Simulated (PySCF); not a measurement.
Species: CH6ClFPSi2 (doublet state).
Z-matrix (Å and degrees, GFN2-xTB geometry), rows numbered from 1:
```
F 
C   1  1.3632
Cl  2  1.7875  1  108.09
Si  2  1.9338  1  110.44  3   118.45
Si  4  2.3334  2  108.45  1  -176.80
P   5  2.2138  4  109.03  2  -178.17
H   2  1.0932  1  106.33  3  -114.28
H   4  1.4705  2  103.78  1    59.31
H   4  1.4633  2  104.12  1   -53.02
H   5  1.4724  4  110.31  2   -55.93
H   5  1.4647  4  113.28  2    64.18
H   6  1.3894  5   94.55  4    72.02
```

The hyperfine couplings belong to this conformer and change with its torsions.

The species is `F[C@@H](Cl)[SiH2][SiH2][PH]` [radical].

Computed, not measured: PySCF 2.14.0, UKS B3LYP, pcH-1 on C Cl F H P Si, non-relativistic, mean-field spin-orbit, GIAO. The structure is a single GFN2-xTB conformer in the gas phase; no vibrational or solvent corrections. Couplings are sensitive to structure, and on GFN2-xTB geometries they can be far from those on DFT ones, by a factor of two or more for some ions and for spin on atoms past the first row. No stability test was run, so a lower SCF solution isn't excluded.

(1) Predict the first-order ENDOR lines of F1, H10, H12, H11, H9, H8 and P6 under fast tumbling at B = 334.9 mT (X band).

(2) Which pairs are centred on the nuclear Larmor frequency, and which on half the coupling?

(3) At what field would the lower line of H10 fall to zero frequency?

## Answers

(1) ν± = |νn ± a/2|, one line for each electron-spin manifold; νn = |g_N| × 7.62259 MHz/T × B.

```csv
nuclei,isotope,g_N,νn (MHz),a_iso (MHz),lower line (MHz),upper line (MHz)
F1,19F,5.2577,13.42,8.99,8.92,17.92
H10,1H,5.5857,14.26,50.91,11.20,39.72
H12,1H,5.5857,14.26,-34.52,3.00,31.52
H11,1H,5.5857,14.26,3.81,12.36,16.16
H9,1H,5.5857,14.26,-1.61,13.46,15.06
H8,1H,5.5857,14.26,-0.83,13.84,14.67
P6,31P,2.2632,5.78,108.76,48.60,60.16
```

(2) Centred on νn, since |a| < 2νn: F1, H11, H9 and H8. Centred on |a|/2 and split by 2νn: H10, H12 and P6.

(3) Where νn = |a|/2, that is B = 25.46 MHz/(5.5857 × 7.62259 MHz/T) = 598 mT, as far as first order holds there.

The largest Mulliken spin population is on P6 (+0.98).

Time: 87 s (with the writing of density and orbital grids); peak memory 0.84 GiB. Hardware: Arm Neoverse V2, one thread, shared host with 96 logical CPUs at a one-minute load of 85.
